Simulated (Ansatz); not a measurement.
Single points on ZrCl3OH⁻, that is Zr(OH)Cl3 with one electron more.

```yaml
crystal:
  periodic: [false, false, false]
  atoms:
    - {symbol: Zr, position_ang: [-0.032727, -0.057310, -0.403321]}
    - {symbol: O, position_ang: [0.118106, 0.207198, 1.464918]}
    - {symbol: H, position_ang: [0.195957, 0.343606, 2.420279]}
    - {symbol: Cl, position_ang: [2.122954, -0.172446, -1.338449]}
    - {symbol: Cl, position_ang: [-1.216803, 1.746661, -1.340532]}
    - {symbol: Cl, position_ang: [-1.187477, -2.067699, -0.802885]}
basis:
  gaussian: {orbitals: def2-TZVPD, initial_orbitals: start.molden}
total_charge: -1
magnetization: {spin_polarized: true, initial_magnetization: 1}
hamiltonian: {xc: pbe, dispersion: d4}
scf: {omitted_lower_state_checks: [starts]}
output: {orbitals: {seedname: orbitals}}
```

The file start.molden holds the orbitals of an earlier run on this structure, at another level or in another basis.

```sh
$ ansatz run in.yaml --threads 4 --pin off --events-out ev --progress --plain --max-ram 3916MiB
```

Shortened log:

```
Functional definition: PBE
1396 factors; their error is unknown
mean field evaluation 1: about -40905.5899 eV, gradient 1.1e1 eV
mean field evaluation 2: about -40905.7482 eV, gradient 2.6e-1 eV
mean field evaluation 4: about -40905.7629 eV, gradient 5.8e-1 eV
mean field evaluation 8: about -40905.8054 eV, gradient 2.6e-3 eV
mean field evaluation 16: about -40905.8054 eV, gradient 3.7e-5 eV
mean field -40905.80542679 eV, -1503.2606224837 hartree, gradient 1.3e-6 eV, S^2 0.751830; 0 other end points of the search recorded, 0 dependent functions left out
reference -40905.80548207 eV, -1503.2606245154 hartree; 37, 36 occupied and 190, 191 virtual orbitals, 1396 factors
Total energy: -40906.02492356 eV, -1503.2686888412 hartree
Checks for a lower state left out: starts
```

It took 18 s on 4 threads of Arm Neoverse V1 on a shared host, peak host memory 0.74 GiB.

The first input with `hamiltonian: {xc: pbe0, dispersion: d4}` (abridged; 26 s):

```
Functional definition: PBE0
mean field -40908.10784110 eV, -1503.3452346491 hartree, gradient 9.7e-6 eV, S^2 0.752351
Total energy: -40908.30113507 eV, -1503.3523380714 hartree
Checks for a lower state left out: starts
```

As the first input, with `hamiltonian: {xc: r2scan, dispersion: d4}` (abridged; 34 s):

```
Functional definition: r2SCAN
mean field -40920.19617157 eV, -1503.7894725999 hartree, gradient 8.9e-6 eV, S^2 0.753138
Total energy: -40920.24945280 eV, -1503.7914306492 hartree
Checks for a lower state left out: starts
```

Geometry: PBE-D4/def2-SVP, that of the neutral singlet.

In the def2 sets Zr takes a core potential; there is no spin–orbit coupling. At PBE-D4/def2-TZVPD, PBE0-D4/def2-TZVPD, r2SCAN-D4/def2-TZVPD the highest occupied level of the charge -1 doublet lies above zero (up to 2.36 eV). By energy differences its removal costs 0.23 eV (vertical, to the charge 0 singlet, at r2SCAN-D4/def2-TZVPD); a positive level beside a positive removal energy at the same level points to self-interaction error. At PBE-D4/def2-TZVPD the gap within one spin of the charge -1 doublet nearly closes, so an electron or hole may be smeared out by delocalisation error.
